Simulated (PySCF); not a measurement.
A side-by-side comparison of computed properties.

First species: C9H9OP.
Atom-mapped SMILES: `[CH:1]#[C:2][PH:3][c:4]1[cH:5][cH:6][c:7]([O:8][CH3:9])[cH:10][cH:11]1` (hydrogens: H12 on C1; H13 on P3; H14 on C5; H15 on C6; H16, H17, H18 on C9; H19 on C10; H20 on C11)

Second species: C₇H₁₁ClN₂.
Z-matrix (Å and degrees, GFN2-xTB geometry), rows numbered from 1:
```
C 
C   1  1.5239
C   2  1.5322  1  112.02
C   3  1.5270  2  111.73  1  -175.32
N   3  1.4461  2  109.43  1    63.90
N   5  1.3288  3  120.71  2    60.02
C   6  1.3180  5  106.68  3   179.74
C   7  1.3995  6  111.18  5    -0.02
C   5  1.3501  3  128.62  2  -120.31
Cl  9  1.7077  5  122.37  3     0.19
H   1  1.0878  2  110.60  3   -61.03
H   1  1.0870  2  110.32  3   179.25
H   1  1.0884  2  110.76  3    59.25
H   2  1.0910  1  109.78  3  -120.53
H   2  1.0908  1  109.79  3   120.24
H   3  1.0952  2  109.67  1   -53.16
H   4  1.0863  3  110.29  2    59.15
H   4  1.0866  3  109.48  2   -61.13
H   4  1.0875  3  110.30  2   179.27
H   7  1.0711  6  120.40  5  -179.96
H   8  1.0691  7  128.73  6  -179.98
```

Levels: PBE0/pcSseg-1 for dipole moment, HOMO energy, LUMO energy and HOMO–LUMO gap; GFN2-xTB for rotational constant A and rotational constant C. Geometries: GFN2-xTB. Each structure is a single optimised conformer of the isolated species, non-relativistic unless stated. Electronic properties by PySCF.

The conformers computed, where there is a choice (atom-mapped SMILES and torsion angles):
- `[CH:1]#[C:2][PH:3][c:4]1[cH:5][cH:6][c:7]([O:8][CH3:9])[cH:10][cH:11]1`: C2–P3–C4–C5 56°, C6–C7–O8–C9 1°
- `[CH3:1][CH2:2][C@H:3]([CH3:4])[n:5]1[n:6][cH:7][cH:8][c:9]1[Cl:10]`: C1–C2–C3–C4 -175°, C2–C3–N5–N6 60°

```tsv
property	column X	column Y
dipole moment	2.21 D	0.96 D
HOMO energy	-6.30 eV	-7.02 eV
LUMO energy	-0.47 eV	0.35 eV
HOMO–LUMO gap	5.83 eV	7.37 eV
rotational constant A	2.428 GHz	1.376 GHz
rotational constant C	0.422 GHz	0.814 GHz
```

Question: Which column belongs to which species?

Answer: Column X is the first species and column Y the second. The first has 20 atoms and 86 electrons, the second 21 and 84.

Question: How does each property change from the first species to the second?

Answer: dipole moment -1.25 D; HOMO energy -0.72 eV; LUMO energy +0.82 eV; HOMO–LUMO gap +1.54 eV; rotational constant A -1.052 GHz; rotational constant C +0.392 GHz.

On the first: In atomic units the dipole is 0.87 e·bohr (1 au = 2.5417 D). A dipole of 2.21 D is allowed in C1, and pure rotational transitions are dipole-allowed.

On the second: The dipole equals about 3.2 × 10⁻³⁰ C·m (1 D = 3.33564 × 10⁻³⁰ C·m). A dipole of 0.96 D is allowed in C1, and pure rotational transitions are dipole-allowed.
